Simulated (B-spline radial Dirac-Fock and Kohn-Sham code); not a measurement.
## Free-atom binding energies and absorption edges of Ni

Calculated with a radial finite-basis atomic code, using multi-electron Dirac-Fock with separately optimised hole states, Breit and Lamb-shift corrections added in first order. Correlation and solid-state effects are left out.

Two models are given for [Ar] 3d8 4s2. In the first the electron is removed to infinity. In the second it is placed in the 3d shell, so that the atom stays neutral; this mimics a hole screened by valence charge, or the onset of absorption below the ionisation limit. The tabulated edges (Elam, Ravel and Sieber, Radiat. Phys. Chem. 63, 121 (2002)) refer to the element in its standard state, with the Fermi level as zero for a metal.

```csv
level,ionised (eV),screened (eV),tabulated (eV),ionised − table,screened − table
K,8345.6,8331.1,8333.0,+12.6,-1.9
L1,1027.0,1011.7,1008.6,+18.4,+3.1
L2,886.2,871.0,870.0,+16.2,+1.0
L3,869.1,853.9,852.7,+16.4,+1.2
M1,129.3,115.2,110.8,+18.5,+4.4
M2,84.84,71.28,68.00,+16.8,+3.3
M3,82.67,69.16,66.20,+16.5,+3.0
```

The screened model lies closer: the mean absolute deviations are 16.5 eV (ionised) and 2.5 eV (screened). Screening lowers the levels by 14.5 eV on average.
